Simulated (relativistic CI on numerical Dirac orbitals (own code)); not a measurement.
## Ce⁴⁺: M4,5 absorption edge

Computed with this model: Dirac-Coulomb-Breit CI, orbitals from a KLI potential per configuration, a model potential for QED, valence Slater integrals scaled by 0.8, multiplet model of core-to-valence dipole absorption; configurations [Kr] 4d10 5s2 5p6 → [Ar] 3d9 4s2 4p6 4d10 4f 5s2 5p6; 300 K; Lorentzian 0.9 eV and Gaussian 0.4 eV FWHM. Energies are those of the free ion, without screening or charge transfer. The branching ratio is the share of the lower-energy edge in the whole absorption, uncertain by about 0.02 where the edges overlap. S is read from ⟨S²⟩ = S(S + 1).

free ion: ground-state S = 0.00, centroid 898.70 eV, branching ratio 0.397. Peaks (eV, height): 887.9 (66), 905.9 (100).

The statistical ratio of this edge is 3/5 = 0.600. Values above it arise where the holes sit mainly in the j = l + 1/2 valence subshell or the ground state has high spin; values below it where core-valence Coulomb terms move weight to the upper edge, as in nearly empty shells.

Strongest unbroadened transitions for free ion:

| Energy (eV) | Relative strength |
| --- | --- |
| 882.92 | 0.5 |
| 887.87 | 65.4 |
| 905.86 | 100.0 |
